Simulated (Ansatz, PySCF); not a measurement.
Species: sum formula HSiO$_{2}$Br$_{2}$, net charge 0, doublet state. It need not be the lowest isomer of its formula. 
Structure (B3LYP-D3(BJ)/def2-TZVP (Ansatz, a program for electronic structure) minimum search):
```
Si
O 1 1.6216
H 2 0.9633 1 117.65
O 1 1.6275 2 117.23 3 45.48
Br 1 2.1925 2 105.66 3 175.11
Br 1 2.2320 2 113.21 3 -60.96
```
Charge 0, spin multiplicity 2.

Total electronic energies in hartree. Cores are frozen in the correlated levels unless marked. UHF or UKS for open shells. No spin-orbit coupling. The frozen core is the preceding noble-gas configuration, with the filled d and f shells of earlier blocks. Non-relativistic. Basis-set limits of correlation are two-point, X^-3; Hartree-Fock from the larger set. [CCSD(T)-MP2]/basis is that difference in the basis named.

| level | program | energy (Eh) |
|---|---|---|
| HF/6-31G* | Ansatz | -5583.56747 |
| HF/def2-TZVPD | PySCF | -5584.30441 |
| HF/def2-QZVPP | Ansatz | -5584.41947 |
| RI-HF/def2-TZVPP | Ansatz | -5584.30425 |
| BLYP-D4/def2-TZVPD | Ansatz + dftd4 | -5589.10319 |
| revPBE-D4/def2-TZVPD | Ansatz + dftd4 | -5588.51893 |
| PBE0/def2-TZVP | Ansatz | -5588.17498 |
| TPSSh-D4/def2-TZVPD | PySCF + dftd4 | -5588.90031 |
| TPSSh/def2-TZVPD | PySCF | -5588.89018 |
| r2SCANh-D4/def2-TZVPD | Ansatz + dftd4 | -5588.92188 |
| M06-2X/def2-TZVPD | PySCF | -5589.05238 |
| wB97X-V/def2-TZVPD | Ansatz | -5588.47930 |
| B2PLYP-D3(BJ)/def2-TZVPD | Ansatz + dftd3 | -5588.00954 |
| CCSD/6-31G | Ansatz | -5583.65140 |
| RI-MP2/CBS(def2-TZVPP,def2-QZVPP)+[CCSD(T)-MP2]/def2-TZVPP | Ansatz | -5585.4937 |

Totals of different functionals don't rank their quality; only differences between species are comparable.
